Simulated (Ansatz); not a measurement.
Basis sets compared for B9N10H28⁺, a nanocrystal cut from zinc blende BN (hydrogen-capped). Total charge 1; singlet. Geometry r2SCAN-D4/def2-SVP. Ansatz on 2 threads of AMD EPYC 7R13 on a shared host and a share (18 GiB) of an NVIDIA H100 80GB HBM3; times are rough, and most runs start from earlier orbitals.

```tsv
atom	x (Å)	y (Å)	z (Å)
N1	-2.5831	-0.1163	-0.9761
N2	-2.9624	1.6540	0.7615
N3	-1.4032	2.0806	-1.1578
N4	-0.0558	-0.0136	-0.5259
N5	-0.4346	1.7536	1.2045
N6	2.8275	-1.6921	-2.0985
N7	2.4950	0.0590	-0.2657
N8	-1.6126	-0.4399	1.3860
N9	0.9033	-0.3405	1.7479
N10	1.3167	-2.1350	-0.0842
B11	-2.7813	1.4292	-0.7789
B12	-1.3835	-0.7538	-0.1112
B13	1.5509	-2.4982	-1.6229
B14	-1.7530	1.0814	1.6917
B15	-0.1499	1.5432	-0.3013
B16	1.1766	-0.6104	0.2593
B17	0.8239	1.2183	2.0630
B18	2.8204	-0.1341	-1.8185
B19	-0.4117	-1.0825	2.2534
H20	-3.4483	-0.6183	-0.7521
H21	-2.4435	-0.3400	-1.9672
H22	-3.8458	1.2452	1.0830
H23	-3.0912	2.6500	0.9667
H24	-1.2084	1.9599	-2.1574
H25	-1.4515	3.0998	-1.0598
H26	0.1632	-0.2127	-1.5115
H27	-0.4423	2.7506	1.4342
H28	2.8863	-1.8077	-3.1142
H29	3.6913	-2.1279	-1.7596
H30	2.4284	1.0665	-0.0752
H31	3.2947	-0.2338	0.3056
H32	-2.4279	-0.9466	1.7402
H33	1.6580	-0.6967	2.3412
H34	0.4574	-2.6036	0.2284
H35	2.0422	-2.5659	0.4986
H36	-3.7027	1.8697	-1.4366
H37	-1.3641	-1.9448	-0.3565
H38	0.5867	-2.0943	-2.2611
H39	1.7232	-3.6970	-1.7323
H40	-2.0279	1.3246	2.8464
H41	0.8317	2.1437	-0.6948
H42	1.8285	1.8003	1.6616
H43	0.6274	1.4039	3.2456
H44	1.9070	0.3641	-2.4645
H45	3.9026	0.3613	-2.0681
H46	-0.3647	-2.2836	1.9994
H47	-0.5935	-0.8696	3.4337
```

Single mean-field runs in def2-SVP, def2-TZVP are fitted with def2-universal-jkfit.

| level | functions | energy (Eh) | HOMO (eV) | LUMO (eV) | wall time |
| --- | --- | --- | --- | --- | --- |
| PBE-D4/def2-SVP | 406 | -786.9334 | -8.99 | -3.98 | 2.9 s |
| PBE0-D4/def2-SVP | 406 | -787.0715 | -10.34 | -3.06 | 3 s |

**Question.** Estimate the rows for PBE-D4/def2-TZVP, PBE0-D4/def2-TZVP (with forces).

**Answer.** 
```tsv
level	functions	energy (Eh)	HOMO (eV)	LUMO (eV)	wall time
PBE-D4/def2-TZVP	757	-787.7674	-9.13	-4.44	4.2 s
PBE0-D4/def2-TZVP (with forces)	757	-787.8927	-10.44	-3.60	7 s
```
